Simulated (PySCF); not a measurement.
**Nb (niobium, neutral) across methods**

[Kr] 4d4 5s1, high-spin 6D determinant. All numbers are calculated (PySCF 2.14, scalar relativity by spin-free X2C-1e, in x2c-TZVPPall with one added diffuse shell each of s, p, d, f type (9s7p7d3f1g, 95 functions)).

```
method  E (hartree)  mean ε 4p β (eV)  mean ε 5s α (eV)  mean ε 4d α (eV)  Σ⟨r²⟩ (bohr²)   ⟨S²⟩
   PBE     -3818.95           -32.739            -4.459            -3.733          58.03  8.751
r2SCAN     -3819.35           -33.342            -4.667            -3.946          57.25  8.752
  BLYP     -3819.45           -32.720            -4.254            -3.443          58.43  8.750
   UHF  -3817.23571           -40.134            -6.239            -7.908          58.12  8.755
  PW91     -3819.64           -32.822            -4.526            -3.780          58.00  8.751
  PBE0     -3819.02           -34.826            -4.983            -4.862          57.49  8.751
   LDA     -3814.75           -33.031            -4.670            -3.799          57.88  8.750
 B3LYP     -3819.38           -34.553            -4.837            -4.499          57.89  8.751
```

Estimate the same row for PBEsol.

E (hartree) = -3816.79; mean ε 4p β (eV) = -32.774; mean ε 5s α (eV) = -4.514; mean ε 4d α (eV) = -3.725; Σ⟨r²⟩ (bohr²) = 57.76; ⟨S²⟩ = 8.751.
